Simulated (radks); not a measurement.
Problem. Species: Eu VI. Configuration: [Kr] 4d10 4f5 5s2 5p5 (the NIST ground configuration). Calculated with a radial shooting solver on a logarithmic mesh with Libxc functionals: Dirac Kohn-Sham, PBE, spin-unpolarised, spherical densities, finite nucleus; open shells fill j = l - 1/2 first; Fermi nuclear charge, rms radius 5.1115 fm. Some entries of the table are withheld. Estimate them.

| orbital | occ. | eigenvalue (hartree) | <r> (bohr) |
|---|---|---|---|
| 1s1/2 | 2 | (1) | 0.02232 |
| 2s1/2 | 2 | -293.9714 | (2) |
| 2p1/2 | 2 | -279.0318 | 0.07907 |
| 2p3/2 | 4 | -255.2207 | 0.08581 |
| 3s1/2 | 2 | -66.72871 | 0.2492 |
| 3p1/2 | 2 | (3) | 0.2388 |
| 3p3/2 | 4 | (4) | 0.2517 |
| 3d3/2 | 4 | -44.24381 | 0.2236 |
| 3d5/2 | 6 | -43.18839 | 0.2276 |
| 4s1/2 | 2 | -15.28669 | 0.5643 |
| 4p1/2 | 2 | -12.78745 | 0.5767 |
| 4p3/2 | 4 | -11.70567 | 0.6054 |
| 4d3/2 | 4 | -7.58308 | 0.6413 |
| 4d5/2 | 6 | -7.38682 | 0.6513 |
| 5s1/2 | 2 | -3.81705 | 1.301 |
| 5p1/2 | 2 | (5) | 1.417 |
| 5p3/2 | 3 | (6) | 1.484 |
| 4f5/2 | 5 | -2.53324 | 0.8066 |
| 4f7/2 | 0 | -2.50569 | 0.8138 |

Solution. 
(1) 1s1/2 eigenvalue (hartree): -1777.998
(2) 2s1/2 <r> (bohr): 0.09460
(3) 3p1/2 eigenvalue (hartree): -60.27355
(4) 3p3/2 eigenvalue (hartree): -55.42076
(5) 5p1/2 eigenvalue (hartree): -3.07582
(6) 5p3/2 eigenvalue (hartree): -2.89508
